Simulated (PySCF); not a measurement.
CH4OSeZn, SMILES C[O][Zn][SeH], singlet, CAM-B3LYP/def2-SVP optimised geometry.

```
8

Zn    -0.72     0.76     0.00
O      1.05     0.76     0.00
C      1.94    -0.30     0.04
H      1.86    -0.97    -0.84
H      2.98     0.08     0.04
H      1.84    -0.94     0.94
Se    -2.98     0.97     0.00
H     -3.02     0.93    -1.47
```

Density from CAM-B3LYP/def2-TZVP in PySCF at that geometry.

Minimum of the electron density along straight lines between bonded atoms, close to the bond critical point (lines longer than 1.1 times the sum of covalent radii, or with two minima, are not listed):

```
bond     length / Å  ρ at the minimum / e bohr⁻³  ∇²ρ there / e bohr⁻⁵  position (fraction from the first atom)
-------  ----------  ---------------------------  --------------------  ---------------------------------------
Zn1–O2        1.763                        0.139                  0.75                                     0.49
O2–C3         1.390                        0.273                 -0.63                                     0.65
C3–H4         1.109                        0.274                 -0.94                                     0.64
C3–H5         1.105                        0.277                 -0.96                                     0.65
C3–H6         1.109                        0.274                 -0.94                                     0.64
Zn1–Se7       2.271                        0.088                  0.13                                     0.45
Se7–H8        1.471                        0.173                 -0.30                                     0.63
```
